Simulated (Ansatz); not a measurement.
**A geometry optimisation of CH2F2MgO with B3LYP-D3(BJ)/def2-SVP**

The starting geometry of this gas-phase singlet was optimised with GFN2-xTB.

| atom | x (Å) | y (Å) | z (Å) |
| --- | --- | --- | --- |
| C | 0.3279 | -0.4953 | -0.6615 |
| F | -0.8909 | -0.6299 | -0.0248 |
| F | -0.1663 | -1.8096 | -1.8948 |
| Mg | -1.1662 | -0.3311 | -2.2601 |
| O | 0.4737 | 0.4711 | -1.3388 |
| H | 1.0793 | -1.1135 | -0.1725 |
| H | -2.2708 | 0.1398 | -3.1969 |

Task: Predict what it relaxes into with B3LYP-D3(BJ)/def2-SVP.

Result: A bond breaks, giving a structure given below by its coordinates. Distances that change by over a tenth: F2–Mg4 (2.27 → 4.17 Å), Mg4–H7 (1.52 → 1.69 Å). Contacts that open: C1–Mg4 (2.19 → 2.90 Å).

The energy falls by 0.93 eV over 30 steps:

```tsv
step	E − E(last) (eV)
1	0.928
4	0.433
7	0.216
11	0.167
14	0.163
17	0.158
20	0.132
24	0.007
27	0.000
30	0.000
```

Final geometry (Å):

| atom | x (Å) | y (Å) | z (Å) |
| --- | --- | --- | --- |
| C | 0.1832 | -0.4491 | -0.1869 |
| F | 0.6062 | -0.0759 | 0.9938 |
| F | -0.2063 | -2.0057 | -2.4084 |
| Mg | -1.1151 | -0.4936 | -2.7805 |
| O | -0.5035 | 0.2789 | -0.8557 |
| H | 0.5034 | -1.4598 | -0.5028 |
| H | -2.0812 | 0.4367 | -3.8088 |

Frequencies at the end are all real (lowest 111 cm⁻¹). Run with Ansatz 0.2.0, 76 s on 1 thread of Intel(R) Xeon(R) Platinum 8375C CPU @ 2.90GHz (Ice Lake) (shared host).
